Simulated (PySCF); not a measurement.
A structure optimised at PBE-D3(BJ)/def2-TZVP, used in a PySCF frequency run:

```
C
H 1 1.0943
H 1 1.0943 2 111.64
H 1 1.0985 2 109.42 3 -121.27
Te 1 2.1575 2 109.98 4 -116.37
```
Charge 0, spin multiplicity 2.

Problem. Write its SMILES, formula and point group.

Solution. C[Te], CH₃Te, Cs

Problem. What are its rotational constants (standard atomic weights)?

Solution. 155.35, 7.3581, 7.3526 GHz
